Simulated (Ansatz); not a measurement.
## Energy profile

The step: BH₂F ([BH2][F]) + HBr → BH₂Br ([BH2][Br]) + HF; bonds formed: B1–Br6, F2–H5; bonds broken: B1–F2, H5–Br6 (atoms numbered as in the saddle structure below).

```
atom    x (Å)    y (Å)    z (Å)
  B1  -0.0778   0.3022  -0.4784
  F2   1.2216   0.0802   0.2690
  H3  -0.1035  -0.3098  -1.4959
  H4  -0.4699   1.4155  -0.3464
  H5   0.5255  -0.5588   1.0062
 Br6  -1.0960  -0.9293   1.0455
```

Electronic energies by CCSD(T) at an estimated basis limit (MP2 extrapolated from triple and quadruple zeta, plus CCSD(T) − MP2 in triple zeta), on PBE0-D4/def2-TZVP structures; BH₃BrF, singlet; no counterpoise correction. Computed with Ansatz 0.2.0 (basis: def2-TZVPP and def2-QZVPP); correlated methods freeze the cores. Filled d shells of the heavier atoms are correlated. The def2 sets are not built for correlating such inner shells, so the correlated values are less sure here. Extrapolation: Hartree–Fock as exp(−7.88 √X), correlation as X^−2.97.

Q: Give the profile in kcal/mol, counted from the separated reactants. (To be estimated.)

A: The calculation gives:
```json
{"point": "separated: BH₂F (linked as [BH2][F]; B1, F2, H3, H4; singlet) + HBr (H5, Br6; singlet)", "kcal/mol": "0.00"}
{"point": "start structure", "kcal/mol": "-2.20"}
{"point": "saddle", "kcal/mol": "21.35"}
{"point": "end structure", "kcal/mol": "9.72"}
{"point": "separated: BH₂Br (linked as [BH2][Br]; B1, H3, H4, Br6; singlet) + HF (F2, H5; singlet)", "kcal/mol": "12.04"}
```

The T1 diagnostic stays at or below 0.014.

For scale, one of the runs: CCSD(T)/def2-TZVPP, 152 basis functions, launched by `ansatz run in.yaml --threads 2 --pin off --events-out ev --progress --plain --max-ram 4352MiB`. Time: 44 s of wall clock on 2 CPU threads of an Arm Neoverse V1; the host was shared. Peak host memory: 1.1 GiB.
